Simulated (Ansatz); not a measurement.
Mulliken charges of `F[Si](F)(S)Cl` from ωB97M-V/def2-TZVPP in Ansatz (PBE0-D4/def2-TZVP geometry).

| atom | x (Å) | y (Å) | z (Å) | charge (e) |
| --- | --- | --- | --- | --- |
| F1 | 0.963 | -0.053 | 1.443 | -0.268 |
| Si2 | 0.338 | -0.342 | 0.024 | 0.766 |
| F3 | 0.461 | -1.889 | -0.244 | -0.271 |
| S4 | -1.705 | 0.119 | -0.051 | -0.192 |
| Cl5 | 1.458 | 0.666 | -1.322 | -0.165 |
| H6 | -1.473 | 1.435 | 0.105 | 0.130 |

Question: By hand: the dipole of these point charges (1 e Å = 4.8032 D).

Answer: Σ q r = (-0.229, 0.318, -0.061) e Å, of length 0.397 e Å = 1.91 D.

Question: How does the dipole of the full density compare? (Estimate.)

Answer: Ansatz gave: (-0.170, 0.270, -0.052) e Å, 1.55 D; the point charges give 1.23 times that, at 4° from its direction.

Point charges leave out the atoms' own dipoles, such as those of lone pairs, and Mulliken's split depends on the basis, so the two needn't agree.
